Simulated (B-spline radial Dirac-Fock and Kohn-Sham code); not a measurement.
X-ray form factors of palladium in several charge states

Method: relativistic Hartree-Fock (Dirac-Fock) wave functions, averaged over the configuration. Computed with a radial B-spline solver.

Configurations: Pd³⁶⁺ [He] 2s2 2p6; Pd³⁹⁺ [He] 2s2 2p3; Pd⁴¹⁺ [He] 2s2 2p1. The first column is f₀ of Pd³⁶⁺, the others are differences from it.

| s (Å⁻¹) | Pd³⁶⁺ | Δ Pd³⁹⁺ | Δ Pd⁴¹⁺ |
| --- | --- | --- | --- |
| 0 | 10.000 | -3.000 | -5.000 |
| 0.05 | 9.997 | -2.999 | -4.998 |
| 0.1 | 9.989 | -2.996 | -4.993 |
| 0.15 | 9.976 | -2.991 | -4.985 |
| 0.2 | 9.957 | -2.984 | -4.974 |
| 0.25 | 9.933 | -2.975 | -4.959 |
| 0.3 | 9.903 | -2.964 | -4.942 |
| 0.35 | 9.869 | -2.951 | -4.921 |
| 0.4 | 9.829 | -2.936 | -4.897 |
| 0.45 | 9.785 | -2.919 | -4.870 |
| 0.5 | 9.735 | -2.900 | -4.840 |
| 0.6 | 9.621 | -2.857 | -4.771 |
| 0.7 | 9.489 | -2.808 | -4.691 |
| 0.8 | 9.340 | -2.752 | -4.601 |
| 0.9 | 9.175 | -2.690 | -4.502 |
| 1 | 8.995 | -2.623 | -4.394 |
| 1.1 | 8.802 | -2.551 | -4.277 |
| 1.2 | 8.597 | -2.474 | -4.154 |
| 1.4 | 8.157 | -2.312 | -3.891 |
| 1.6 | 7.687 | -2.139 | -3.610 |
